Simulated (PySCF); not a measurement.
H12OSi5.
SMILES: `[SiH3]O[Si@@H]([SiH3])[SiH2][SiH3]`

Jobs on this species (18 atoms, 90 electrons) with PySCF (density fitting). Hardware of each: Arm Neoverse V1, one thread (shared host). Other jobs ran on the host; a repeat could differ by tens of per cent or more.

Question: Rank these jobs by wall time, shortest first.
A. HF/def2-SVPD; 10 singlets by TDHF, 4 Tamm–Dancoff triplets, polarisability, ΔSCF ions; 239 basis functions
B. PBE0/6-31G*; 10 singlets by full TDDFT, 4 Tamm–Dancoff triplets, polarisability; 128 basis functions
C. B3LYP/def2-SVPD; 10 singlets by full TDDFT, 4 Tamm–Dancoff triplets, polarisability, ΔSCF ions; 239 basis functions
D. BHandHLYP/def2-SVPD; 10 singlets by full TDDFT, 4 Tamm–Dancoff triplets, polarisability, ΔSCF ions; 239 basis functions
E. LDA/def2-SVPD; 10 singlets by full TDDFT, 4 Tamm–Dancoff triplets, polarisability, ΔSCF ions; 239 basis functions

Answer: B (19 s), A (40 s), D (98 s), E (3.2 min), C (5.4 min).

All jobs:

```tsv
level and settings	work	basis functions	SCF cycles	wall time
PBE0/6-31G*	10 singlets by full TDDFT, 4 Tamm–Dancoff triplets, polarisability	128	12	19 s
HF/def2-SVPD	10 singlets by TDHF, 4 Tamm–Dancoff triplets, polarisability, ΔSCF ions	239	10	40 s
PBE0/def2-TZVP	10 singlets by full TDDFT, 4 Tamm–Dancoff triplets, polarisability	288	12	82 s
BHandHLYP/def2-SVPD	10 singlets by full TDDFT, 4 Tamm–Dancoff triplets, polarisability, ΔSCF ions	239	11	98 s
CAM-B3LYP/def2-SVPD	10 singlets by full TDDFT, 4 Tamm–Dancoff triplets, polarisability, ΔSCF ions	239	12	3.0 min
LDA/def2-SVPD	10 singlets by full TDDFT, 4 Tamm–Dancoff triplets, polarisability, ΔSCF ions	239	14	3.2 min
PBE/def2-SVPD	10 singlets by full TDDFT, 4 Tamm–Dancoff triplets, polarisability, ΔSCF ions	239	13	4.8 min
PBE0/def2-SVPD	10 singlets by full TDDFT, 4 Tamm–Dancoff triplets, polarisability, ΔSCF ions	239	12	5.1 min
B3LYP/def2-SVPD	10 singlets by full TDDFT, 4 Tamm–Dancoff triplets, polarisability, ΔSCF ions	239	13	5.4 min
```

Q: What do all jobs in the table cost together?

A: About 25 min; the longest takes about 21 % of that, and about 17 times as long as the shortest.
